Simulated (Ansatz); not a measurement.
`NCS[SiH2]O` + H₂Se → `NC[SeH]` + `O[SiH2]S`  (substitution at a C–S bond)

Isolated molecules relaxed with PBE0-D4/def2-TZVP in Ansatz; ΔE leaves out vibrations. CBS: MP2 limit from def2 TZ/QZ plus the TZ coupled-cluster correction, frozen cores. Functionals use def2-TZVPP. For Se outer-core shells are correlated without core-valence functions, which leaves a few kJ/mol of doubt a bond. Scalar relativity is left out up to krypton. One conformer a species, not always the lowest.

Is it downhill or uphill in electronic energy at CCSD(T)/CBS, and by how much? (An estimate is asked.)

Ansatz gave: Uphill: ΔE = +6.2 kJ/mol.

What do these levels give: LDA (SPW92), PBE0-D4, PBE, CCSD/def2-SVP, CCSD(T)/def2-SVP, MP2/def2-QZVPP? (An estimate is asked.)

Ansatz gave: LDA (SPW92) 14.3, PBE0-D4 10.2, PBE 9.8, CCSD/def2-SVP 12.4, CCSD(T)/def2-SVP 13.9, MP2/def2-QZVPP 4.8 kJ/mol.

Largest T1 diagnostic among the species: 0.011.

Leaving LDA and LC-ωPBE aside and taking each functional with its dispersion term where it has one, the values, not all of them listed here, spread over 7.4 kJ/mol, from B2PLYP to revPBE-D4. LDA lies +4.5 kJ/mol from PBE without D4. The D4 term adds +3.6 kJ/mol with B3LYP and +2.3 kJ/mol with PBE0; it sums over pairs of atoms, weighted by their polarisabilities, and B3LYP, whose exchange is more repulsive, gets the larger term. At CCSD(T), def2-SVP lies +7.7 kJ/mol from the extrapolated value and def2-TZVPP −1.9 kJ/mol.

B3LYP here is the variant with VWN-RPA as its local correlation; programs differ in this.
